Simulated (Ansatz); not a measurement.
Clusters of 3 atoms, II-VI: PBE0-D4/def2-TZVPD single points in Ansatz on relaxed structures, gas phase. Each cluster is the lowest isomer that a short search found in that spin, judged at the geometry's level, and lower ones may exist. Core potentials for Ba, Cd, Sr, Te, no spin–orbit coupling. HOMO and LUMO are taken over both spins. Singlets are spin-restricted. The spins of the ions were chosen, not always searched. A dash marks a value that wasn't run or was left out as unsound. The structures are stationary points that may keep the symmetry of their start. Remarks come from the PBE and PBE0 runs and from stability tests at other levels; not every state was tested. A HOMO above zero means that the electron is unbound at that level and held by the basis, or that self-interaction error raises the level; the energy of removing that electron tells which. HOMO above LUMO (over both spins in singlets and doublets, within one spin in higher multiplets; at PBE or PBE0), or a gap under 0.15 eV within one spin, warns that the state may not be the lowest or that an electron is smeared out.

(1) Estimate the order by vertical IE (eV), lowest first.
A. SrS2⁻ (doublet; oxidised ion triplet)
B. MgO2⁻ (doublet; oxidised ion triplet)
C. MgSe2⁻ (doublet; oxidised ion triplet)

(1) B (1.97), A (2.86), C (3.00).

In full:

```json
{"species": "MgO2⁻", "atoms": "3", "state": "doublet; oxidised ion triplet", "geometry": "r2SCAN-D4/def2-TZVPD", "HOMO (eV)": "-0.12", "LUMO (eV)": "–", "gap (eV)": "–", "vertical IE (eV)": "1.97", "lowest of the spins relaxed": "doublet, of doublet/quartet", "point group (within 0.1 Å)": "D∞h", "remarks": "spin-contaminated (⟨S²⟩ up to 0.83), HOMO above zero (quartet)"}
{"species": "BaSe2", "atoms": "3", "state": "singlet", "geometry": "PBE0-D4/def2-TZVP", "HOMO (eV)": "-4.39", "LUMO (eV)": "-1.84", "gap (eV)": "2.55", "vertical IE (eV)": "–", "lowest of the spins relaxed": "–", "point group (within 0.1 Å)": "C2v", "remarks": "–"}
{"species": "MgSe2", "atoms": "3", "state": "singlet", "geometry": "PBE-D4/def2-TZVP", "HOMO (eV)": "-5.36", "LUMO (eV)": "-3.58", "gap (eV)": "1.78", "vertical IE (eV)": "–", "lowest of the spins relaxed": "–", "point group (within 0.1 Å)": "C2v", "remarks": "triplet lower at PBE0, near-degenerate levels, triplet lowest at PBE0"}
{"species": "SrS2⁻", "atoms": "3", "state": "doublet; oxidised ion triplet", "geometry": "r2SCAN-D4/def2-TZVPD", "HOMO (eV)": "-1.66", "LUMO (eV)": "–", "gap (eV)": "–", "vertical IE (eV)": "2.86", "lowest of the spins relaxed": "doublet, of doublet/quartet", "point group (within 0.1 Å)": "D∞h", "remarks": "gap within one spin near zero at PBE or PBE0 (neutral triplet), HOMO above zero (quartet)"}
{"species": "BaSe2⁻", "atoms": "3", "state": "doublet; oxidised ion triplet", "geometry": "PBE-D4/def2-TZVPD", "HOMO (eV)": "-1.57", "LUMO (eV)": "–", "gap (eV)": "–", "vertical IE (eV)": "2.87", "lowest of the spins relaxed": "doublet, of doublet/quartet", "point group (within 0.1 Å)": "D∞h", "remarks": "gap within one spin near zero at PBE or PBE0 (neutral triplet), HOMO above zero (quartet), gap within one spin near zero at PBE or PBE0 (quartet)"}
{"species": "MgSe2⁻", "atoms": "3", "state": "doublet; oxidised ion triplet", "geometry": "PBE0-D4/def2-TZVPD", "HOMO (eV)": "-1.45", "LUMO (eV)": "-0.36", "gap (eV)": "1.08", "vertical IE (eV)": "3.00", "lowest of the spins relaxed": "doublet, of doublet/quartet", "point group (within 0.1 Å)": "D∞h", "remarks": "near-degenerate levels, HOMO above LUMO, gap within one spin near zero, HOMO above zero (quartet)"}
{"species": "Cd2Te", "atoms": "3", "state": "singlet", "geometry": "PBE0-D4/def2-TZVP", "HOMO (eV)": "-5.73", "LUMO (eV)": "-3.53", "gap (eV)": "2.20", "vertical IE (eV)": "–", "lowest of the spins relaxed": "–", "point group (within 0.1 Å)": "D∞h", "remarks": "triplet lower at PBE0, triplet lowest at PBE0"}
```

The gap (eV) runs from 1.08 (MgSe2⁻) to 2.55 (BaSe2). The vertical IE (eV) runs from 1.97 (MgO2⁻) to 3.00 (MgSe2⁻).
